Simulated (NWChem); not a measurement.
System: C₂H₆O₂Si; SMILES C[SiH2]C(=O)O

The following NWChem deck was run.

```
start job
memory heap 200 mb stack 900 mb global 1100 mb
geometry units angstroms noautosym nocenter noautoz
  C      0.637071     2.108259     0.164257
  Si    -0.690684     0.804918    -0.097028
  C      0.163335    -0.925412    -0.041435
  O      1.345189    -1.107102    -0.252848
  O     -0.685983    -1.950943     0.228591
  H      0.236040     3.117881     0.023451
  H      1.054947     2.045347     1.174793
  H      1.456191     1.958115    -0.546641
  H     -1.317549     0.913533    -1.441937
  H     -1.760554     0.859079     0.932986
  H     -0.150210    -2.771329     0.195709
end
basis spherical
  C library def2-svp
  Si library def2-svp
  O library def2-svp
  H library def2-svp
end
dft
  xc b3lyp
  iterations 150
end
property
  response 1 0.0773
end
task dft property
```

Coordinates come from a B3LYP/6-31G* (spherical d) optimisation.

Field at 589 nm.

**Question.** What results follow from this input? (B3LYP/def2-SVP.) Quantities: isotropic polarisability (bohr³); anisotropy (bohr³).

**Answer.** 
```json
{
 "isotropic polarisability (bohr³)": "52.7",
 "anisotropy (bohr³)": "17.2"
}
```
